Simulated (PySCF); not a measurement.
1,3-oxasiletane-2,4-dione (C₂H₂O₃Si), SMILES [SiH2]1C(=O)OC1=O.

Geometry: TPSSh-D3(BJ)/def2-SVP.

Two levels are set side by side: PBE/def2-TZVP (PySCF) and M06-2X/def2-TZVP (PySCF). Same geometry, gas phase. Differences are taken from unrounded values.

```csv
quantity,M06-2X
orbital gap (eV),8.57
highest occupied level (eV),-9.47
lowest empty level (eV),-0.90
dipole moment (D),4.25
mean polarisability (bohr³),54.2
```

**Question.** What does PBE give, and how far is it from M06-2X? (The exact figures need the calculation; the answer reports its results.)

**Answer.** 
| quantity | PBE | PBE minus M06-2X |
|---|---|---|
| orbital gap (eV) | 3.67 | -4.89 |
| highest occupied level (eV) | -6.56 | 2.90 |
| lowest empty level (eV) | -2.89 | -1.99 |
| dipole moment (D) | 3.45 | -0.79 |
| mean polarisability (bohr³) | 57.8 | 3.6 |

Without exact exchange PBE keeps part of each electron's self-repulsion, which lifts occupied levels and narrows the gap. PBE's more diffuse valence density responds more strongly to a field. Differences between two approximate levels are no errors against the true value.

Rough cost on one machine, each run with all the roots and properties that it gave: M06-2X against PBE about 3 times.
